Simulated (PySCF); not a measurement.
Computed data sheet: `ClC[C@H]1C=CC[SiH2]1`

Species: C₅H₉ClSi.
SMILES with atom numbers: `[Cl:1][CH2:2][C@H:3]1[CH:4]=[CH:5][CH2:6][SiH2:7]1` (hydrogens: H8, H9 on C2; H10 on C3; H11 on C4; H12 on C5; H13, H14 on C6; H15, H16 on Si7)

Structure used (PBE0-D3(BJ)/def2-SVP), in Å, numbered top down from 1:
```xyz
16
C5H9ClSi angstrom
Cl     2.6729   -2.0728    2.9516
C      3.3612   -1.4488    1.4149
C      2.2800   -0.9454    0.4705
C      1.3533   -2.0404   -0.0020
C      0.0801   -2.0514    0.4178
C     -0.4107   -0.9611    1.3343
Si     1.0182    0.2785    1.2338
H      4.0628   -0.6486    1.6883
H      3.9335   -2.2809    0.9777
H      2.8050   -0.4867   -0.3876
H      1.7440   -2.8356   -0.6479
H     -0.6009   -2.8541    0.1132
H     -0.5605   -1.3473    2.3575
H     -1.3768   -0.5458    1.0050
H      0.7120    1.3651    0.2515
H      1.4520    0.9087    2.5153
```

Some functional groups and rings: C=C double bond, C–Cl bond, Si–H bond and C–Si bond.

**PBE0-D3(BJ)/def2-SVP geometry optimisation, gas phase (PySCF)**

| Item | Value |
| --- | --- |
| Point group | C1 |
| Rotational constants A, B, C | 2.595, 1.382, 1.323 GHz |

**CAM-B3LYP/def2-SVPD ground state, ΔSCF and vertical TDDFT (core frozen in the response) (PySCF)**

| Property | Result |
| --- | --- |
| Dipole moment | 1.56 D |
| HOMO energy | -8.59 eV |
| LUMO energy | 0.93 eV |
| HOMO–LUMO gap | 9.52 eV |
| Lowest singlet excitation | 6.71 eV (185 nm, f = 0.118) |
| Strongest line among the 10 lowest singlet transitions | S1 at 6.71 eV (185 nm, f = 0.118) |
| Lowest triplet excitation (Tamm–Dancoff) | 4.26 eV |
| Static isotropic polarisability | 95.1 au |
| Vertical ionisation energy | 9.29 eV |
| Electronic spatial extent ⟨r²⟩ about the centre of nuclear charge | 1079 bohr² |

From PBE0/pcSseg-1 ground state and GIAO shieldings, non-relativistic (PySCF):

| Item | Value |
| --- | --- |
| Lowest Hirshfeld atomic charge | -0.16 e on C6 |
| Highest Hirshfeld atomic charge | +0.32 e on Si7 |
| 13C chemical shifts (computed TMS as zero) by class | 145.5 (C5), 141.6 (C4), 54.6 (C2), 34.0 (C3), 15.4 (C6) ppm |
| 1H chemical shifts (computed TMS as zero) by class | 6.33 (H12), 5.92 (H11), 4.54 (H16), 4.12 (H15), 3.71 (H8), 3.64 (H9), 2.16 (H10), 1.87 (H13), 1.50 (H14) ppm |
| Isotropic shieldings of nuclei other than C and H, by class | 377 (Si7), 871 (Cl1) ppm |
| Mayer bond orders between heavy atoms | Cl1–C2 0.97, C2–C3 1.01, C3–C4 1.00, C4–C5 1.90, C5–C6 1.04, C6–Si7 0.91, Si7–C3 0.85 |

Monoisotopic mass from the formula: 132.0162 u.

The principal polarisabilities are 89.9, 93.0 and 102.3 au; their mean is the isotropic value. With B = h/(8π²I), that is 505.379 GHz u Å² over I, the principal moments of inertia are 194.7, 365.8 and 382.1 u Å² (most abundant isotopes); the inertial defect Ic − Ia − Ib is -178.4 u Å² (zero for a rigid planar frame, negative otherwise). In wavenumbers S1 is 54100 cm⁻¹ (1 eV = 8065.54 cm⁻¹).

One conformer stands for the species.
